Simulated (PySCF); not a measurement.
Species: 2-fluorobenzoic acid, C₇H₅FO₂.
SMILES with atom numbers: `[O:1]=[C:2]([OH:3])[c:4]1[cH:5][cH:6][cH:7][cH:8][c:9]1[F:10]`

Structure used (GFN2-xTB), in Å, numbered top down from 1:
```xyz
15
C7H5FO2 angstrom
O      2.6151   -1.3114   -0.3687
C      2.0716   -0.2554   -0.1573
O      2.7518    0.8807    0.0003
C      0.5990   -0.1006   -0.0499
C     -0.1826   -1.2468   -0.2024
C     -1.5586   -1.1876   -0.1184
C     -2.1844    0.0269    0.1212
C     -1.4326    1.1775    0.2761
C     -0.0521    1.1087    0.1904
F      0.6375    2.2477    0.3460
H      3.7042    0.7180   -0.0808
H      0.3296   -2.1785   -0.3889
H     -2.1459   -2.0844   -0.2399
H     -3.2604    0.0797    0.1882
H     -1.8967    2.1336    0.4621
```

NICS = −σ at a ghost point: NICS(0) at the centroid of the ring atoms, NICS(1) 1 Å to either side along the normal of their mean plane, zz for the tensor component along that normal. Level: GIAO PBE0/pcSseg-1 (PySCF, non-relativistic, gas phase) on the GFN2-xTB geometry, one conformer.

Ring bond lengths (Å), with Mayer bond orders in brackets: C4–C5 1.396 (1.41), C5–C6 1.380 (1.46), C6–C7 1.387 (1.41), C7–C8 1.383 (1.43), C8–C9 1.385 (1.45), C9–C4 1.394 (1.26).

Give the NICS values of each ring in ppm.

```tsv
ring	type	NICS(0)	NICS(1), two faces	NICS(1)zz, two faces	rms pucker (Å)	centre to ring atoms, mean (Å)
C4–C5–C6–C7–C8–C9	6-membered carbocycle; formal bonds all aromatic	-9.9	-11.2 / -11.2	-26.9 / -26.9	0.00	1.39
```

What can be read from them?

- C4–C5–C6–C7–C8–C9: mean NICS(1)zz -26.9 ppm, shielded, aromatic by this magnetic criterion (flat ring, no four-coordinate atom).

And the bond-length index? HOMA = 1 − mean of α(R − Ropt)² over the ring bonds, with Krygowski's 1993 parameters (CC: Ropt 1.388 Å, α 257.7 Å⁻²).

- C4–C5–C6–C7–C8–C9: HOMA 0.99 = 1 − EN − GEO, with mean bond length 1.387 Å, EN = α(Ropt − mean)² = 0.000 and GEO = α × variance = 0.009. The geometric and the magnetic index point the same way.

At the second NICS(1) probe listed for ring C4–C5–C6–C7–C8–C9, 1 Å off the ring, what do the in-plane components average?

The isotropic value is a third of the trace: (3 × -11.2 − (-26.9))/2 = -3.3 ppm.

What are the shieldings of the ring atoms and their hydrogens in the same run (means over atoms taken as equivalent)?

```
atoms                  environment  σ isotropic (ppm)  principal values of the symmetric part, first atom (ppm)
   C4  substituted aromatic carbon               65.9                                         -4.1, 44.4, 157.5
   C5           aromatic CH carbon               45.5                                        -61.2, 22.3, 175.3
   C6           aromatic CH carbon               58.1                                        -48.4, 43.0, 179.7
   C7           aromatic CH carbon               45.4                                        -64.7, 27.3, 173.7
   C8           aromatic CH carbon               64.0                                        -23.6, 49.2, 166.3
   C9          aromatic C–F carbon               13.4                                         -65.6, 19.5, 86.3
  H12            aromatic hydrogen              23.04                                          18.8, 22.8, 27.5
  H13            aromatic hydrogen              24.18                                          20.7, 25.0, 26.8
  H14            aromatic hydrogen              23.88                                          20.7, 24.2, 26.7
  H15            aromatic hydrogen              24.28                                          20.7, 24.6, 27.6
```
